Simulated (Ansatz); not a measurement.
Reaction (ligand exchange at the Si–C bond): `O=C([SiH3])S[SiH3]` + `NB(O)O` → `NB(O)O[SiH3]` + `O=CS[SiH3]`

Gas-phase electronic energies from Ansatz, PBE0-D4/def2-TZVP geometries. CCSD(T)/CBS adds triple-zeta CCSD(T) − MP2 to the extrapolated MP2 energy (def2 sets, frozen cores). This one scheme is used for every species. DFT in def2-TZVPP. One conformer a species, not always the lowest.

```csv
level,ΔE (kJ/mol)
PBE0-D4,-93.1
ωB97M-V,-102.0
HF/def2-TZVPP,-127.1
CCSD/CBS(def2),-105.6
```

(1) What does CCSD(T)/CBS give? (Best estimate.)

Largest T1 diagnostic among the species: 0.017.

## Answers

(1) The calculation gave: -100.8 kJ/mol. The listed levels differ from it by 7.7, -1.2, -26.3, -4.8 kJ/mol.

From PBE to PBE0 (25 % exact exchange), in def2-TZVPP and without D4, ΔE moves by −8.6 kJ/mol. In def2-TZVPP, CCSD(T) changes the Hartree–Fock value by +25.3 kJ/mol (the triples alone add +4.8 kJ/mol) and MP2 by +23.6 kJ/mol.
